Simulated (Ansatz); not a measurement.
Basis sets compared for K5⁺. Charge 1, multiplicity 1. Geometry PBE/def2-SVP. Ansatz on 4 threads of Arm Neoverse V1 on a shared host; times are rough, and most runs start from earlier orbitals.

Cartesian coordinates in Å:
```
K -3.7705 -2.3993 0.6014
K 3.8554 -0.4465 -1.0783
K -3.6262 0.4452 -2.4863
K -0.2174 0.4968 0.5480
K 3.7588 1.9038 2.4152
```

The restricted singlet is unstable towards broken spin symmetry in Hartree–Fock (as tested in another run); at PBE/def2-SVP, PBE/def2-TZVP, PBE0/def2-SVP, PBE0/def2-TZVP this wasn't settled. The structure comes from a short search, and lower isomers may exist.

```csv
level,functions,energy (Eh),HOMO (eV),LUMO (eV),wall time
PBE/def2-SVP,120,-2998.0171,-5.10,-4.14,3 s
PBE0/def2-SVP,120,-2998.2596,-5.40,-3.67,3.7 s
```

(1) Estimate the rows for PBE/def2-TZVP (with forces), PBE0/def2-TZVP.

## Answers

(1) 
| level | functions | energy (Eh) | HOMO (eV) | LUMO (eV) | wall time |
| --- | --- | --- | --- | --- | --- |
| PBE/def2-TZVP (with forces) | 165 | -2998.4071 | -5.06 | -4.12 | 3.6 s |
| PBE0/def2-TZVP | 165 | -2998.6435 | -5.37 | -3.65 | 6 s |
